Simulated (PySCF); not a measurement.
# Spectroscopy problems

PySCF calculation with GFN2-xTB structure and shieldings: GIAO PBE0/pcSseg-1; non-relativistic, equivalent nuclei averaged, one conformer, in vacuum.

Scale: $^{1}$H (31.72 ppm) and $^{13}$C (186.93 ppm) against TMS (reference shieldings calculated alike). Splittings of carbon signals by F and P are missing where no couplings were computed. Where no couplings were computed, multiplicities follow the n + 1 count of equivalent neighbours, and m marks all less simple cases (inequivalent or close neighbours, rings, F or P nearby). Shifts are as computed. Against solution values, carbons near 30 ppm lie about +3 ppm off and those near 130 ppm about +5 ppm. Of 1309 compounds with measured shifts, 239 miss one by over three times the rms of a fit or turn the order of signals round; such compounds aren't used in these exercises. OH and NH positions are gas-phase values without hydrogen bonding to other molecules.

Problem. C8H11F. $^{1}$H NMR (500 MHz, computed): δ 4.51 (m, 1H), 3.21 (m, 1H), 2.32 (m, 1H), 1.93 (m, 1H), 1.92 (m, 1H), 1.92 (m, 1H), 1.83 (m, 1H), 1.63 (d, 1H), 1.38 (m, 1H), 1.30 (m, 1H), 1.09 (m, 1H). $^{13}$C{$^{1}$H} NMR (computed): δ 96.2, 88.9, 80.1, 36.2, 33.4, 32.3, 28.0, 24.3. Identify the compound.

Solution. SMILES C1[C@@H](C#C)[C@@H](F)CCC1. Rings plus π bonds: 3 (1 ring in the answer). 8 carbon signals for 8 carbons: no two carbons are equivalent. Carbon types of the structure: 1 × C, 3 × CH, 4 × CH2, which accounts for all hydrogens. δC 96.2: sp3 CH bonded to F; the inductive effect lowers its shielding. δC 88.9: alkyne carbon; the triple bond shields along its axis, which puts it between sp3 and sp2 carbons. δC 80.1: terminal alkyne carbon; sp carbons lie upfield of alkene carbons because the cylindrical π system leaves one tensor component strongly shielded. δC 33.4, 32.3, 28.0, 24.3: sp3 CH2 in a ring; aliphatic region, no heteroatom directly attached.

This is the structure that produced the data.

Problem. C4H8O4Si. $^{1}$H NMR (400 MHz, computed): δ 5.05 (t, 2H), 3.08 (br s, 1H), 2.17 (s, 3H), 2.15 (t, 2H). $^{13}$C{$^{1}$H} NMR (computed): δ 175.9 (C), 172.0 (C), 29.7 (CH2), 24.2 (CH3). What is it?

Solution. `InChI=1S/C4H8O4Si/c1-3(5)8-4(6)2-9-7/h7H,2,9H2,1H3`. Rings plus π bonds: 2 (no ring in the answer). 4 carbon signals for 4 carbons: no two carbons are equivalent. Carbon types of the structure: 2 × C, 1 × CH2, 1 × CH3, leaving 3 H on heteroatoms. δC 175.9, 172.0: anhydride carbonyl carbon; lone-pair donation from the attached heteroatom keeps it upfield of a ketone carbonyl. δC 29.7: sp3 CH2 bonded to Si, α to a carbonyl; the adjacent C=O deshields it moderately. δH 2.17: hydrogen on a methyl carbon α to a carbonyl; α to C=O. δH 2.15: hydrogen on an sp3 CH2 bonded to Si, α to a carbonyl; α to C=O.

The shifts were computed for this structure.
